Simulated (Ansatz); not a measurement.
`C[O][Mo]([Cl])([Cl])([Cl])([Cl])[O]C`, relaxed with RKS PBE0-D4/def2-TZVP in Ansatz from a GFN2-xTB geometry. The force threshold is 0.005 eV/Å; the program also tests the step.

Charge 0, multiplicity 1. Mo: def2 effective core potential.

Start:

```xyz
15

C     0.799    2.221   -1.237
O     0.378    1.027   -0.718
Mo   -0.257   -0.594   -0.647
Cl   -2.484    0.296   -0.431
Cl    1.975   -1.462   -0.829
Cl   -1.075   -2.664   -0.688
Cl   -0.433   -0.529   -2.865
O    -0.178   -0.726    1.088
C    -0.329   -1.200    2.363
H     1.862    2.372   -1.006
H     0.214    3.043   -0.803
H     0.656    2.200   -2.330
H    -1.172   -0.682    2.842
H     0.585   -1.021    2.945
H    -0.539   -2.281    2.317
```

```tsv
step	energy (eV)	largest force (eV/Å)	largest move (Å)
1	-58197.9330	1.773	0.000
2	-58198.2760	0.422	0.105
3	-58198.3137	0.276	0.112
4	-58198.3484	0.369	0.175
5	-58198.3989	0.223	0.200
6 (rejected)	-58198.3890	0.416	0.195
7	-58198.4126	0.135	0.098
8	-58198.4173	0.117	0.097
9 (rejected)	-58198.4099	0.266	0.144
10	-58198.4269	0.065	0.072
11	-58198.4342	0.126	0.075
12	-58198.4401	0.354	0.110
13	-58198.4569	0.170	0.169
14	-58198.4628	0.015	0.084
15	-58198.4631	0.111	0.083
16 (rejected)	-58198.4631	0.058	0.019
17	-58198.4640	0.021	0.009
18	-58198.4641	0.001	0.007
```

End:

```xyz
15

C     0.920    2.213   -1.441
O     0.280    1.321   -0.586
Mo   -0.194   -0.424   -0.463
Cl   -2.431   -0.065    0.070
Cl    2.017   -0.844   -1.062
Cl   -0.495   -2.717   -0.614
Cl   -0.873   -0.302   -2.675
O     0.025   -0.642    1.323
C    -0.518   -1.327    2.406
H     1.952    1.869   -1.581
H     0.905    3.206   -0.990
H     0.402    2.210   -2.406
H    -1.562   -1.011    2.522
H     0.057   -1.085    3.301
H    -0.485   -2.402    2.196
```

It took 44 s on 4 threads of an AMD EPYC 7R13 on a shared host and a share of an NVIDIA H100 80 GB, with 1.1 GiB of host memory at the peak.
